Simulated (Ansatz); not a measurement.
Isolated molecules relaxed with PBE0-D4/def2-TZVP in Ansatz; ΔE leaves out vibrations. CCSD(T)/CBS adds triple-zeta CCSD(T) − MP2 to the extrapolated MP2 energy (def2 sets, frozen cores). DFT in def2-TZVPP. For Ge outer-core shells are correlated without core-valence functions, which leaves a few kJ/mol of doubt a bond. Scalar relativity is left out up to krypton. Each species was taken in one conformer, which may not be the lowest.

`C[NH][GeH]([OH])[Cl]` + `COC(N)O` → `C[O][GeH]([OH])[Cl]` + `CNC(N)O`  (formal exchange of groups at a Ge–N bond)

```csv
level,ΔE (kJ/mol)
B2PLYP,-21.7
PBE0,-19.1
HF/def2-QZVPP,-21.9
MP2/def2-QZVPP,-22.0
```

**Question.** What does CCSD(T)/CBS give? (Best estimate.)

**Answer.** The calculation gave: -20.4 kJ/mol. The listed levels differ from it by -1.3, 1.3, -1.5, -1.6 kJ/mol.

Largest T1 diagnostic among the species: 0.011.
